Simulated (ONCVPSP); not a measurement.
**Building the ONCV potential for Xe (Z = 54) (Wu-Cohen, scalar-relativistic).**

| Quantity | Value |
| --- | --- |
| Element | Xe (Z = 54) |
| Generator | ONCVPSP 4.0.1 |
| Type | optimised norm-conserving Vanderbilt (ONCV) |
| Functional | Wu-Cohen |
| Relativity | scalar-relativistic |
| Frozen core | [Ar] 3d10 |
| Valence charge | 26 |
| Reference configuration | 4s2 4p6 4d10 5s2 5p6 |
| Partial waves | 4s+5s: rc 1.10 bohr, ncon 4, nbas 8, qcut 11.5 1/bohr, 2 projectors; 4p+5p: rc 1.15 bohr, ncon 5, nbas 9, qcut 9.7 1/bohr, 3 projectors, debl 0.6 Ha; 4d: rc 1.05 bohr, ncon 4, nbas 8, qcut 16.1 1/bohr, 1 projector |
| Local potential | polynomial inside 0.70 bohr (lpopt 5, dvloc0 2 Ha) |
| Core correction | Teter function, fcfact 3.75, rcfact 1.2 |

All-electron outer shells of the reference configuration (Wu-Cohen, scalar-relativistic, ld1.x):

```json
{"shell": "3p", "level (eV)": "-916.66", "outermost node (bohr)": "0.12", "outermost maximum (bohr)": "0.27"}
{"shell": "3d", "level (eV)": "-653.62", "outermost node (bohr)": "–", "outermost maximum (bohr)": "0.23"}
{"shell": "4s", "level (eV)": "-197.26", "outermost node (bohr)": "0.36", "outermost maximum (bohr)": "0.66"}
{"shell": "4p", "level (eV)": "-141.13", "outermost node (bohr)": "0.36", "outermost maximum (bohr)": "0.69"}
{"shell": "4d", "level (eV)": "-59.32", "outermost node (bohr)": "0.34", "outermost maximum (bohr)": "0.75"}
{"shell": "5s", "level (eV)": "-19.79", "outermost node (bohr)": "0.85", "outermost maximum (bohr)": "1.63"}
{"shell": "5p", "level (eV)": "-8.24", "outermost node (bohr)": "0.92", "outermost maximum (bohr)": "1.91"}
```

Results:

```json
{
 "Cutoffs needed": "67 Ha and 171 Ha (the cutoffs (Ha) at which the residual kinetic energy of the hardest occupied pseudo-wave falls to 1 and 0.1 mHa per electron)",
 "Ghost test": "ghosts flagged at negative energy: p at -1951.4 eV; GHOST(+) flagged for s at 130.9 eV; a true bound ghost makes a file unfit for plane-wave use",
 "Largest excitation error": "-150 meV (all-electron minus pseudo) for 4s1 4p6 4d10 5s2 5p6, out of 4 test configurations",
 "rms error of d²Exc/dni dnj": "2.23 mHa without and 0.82 mHa with the model core"
}
```

Generation and tests took about 8 s on one core of a shared server CPU.
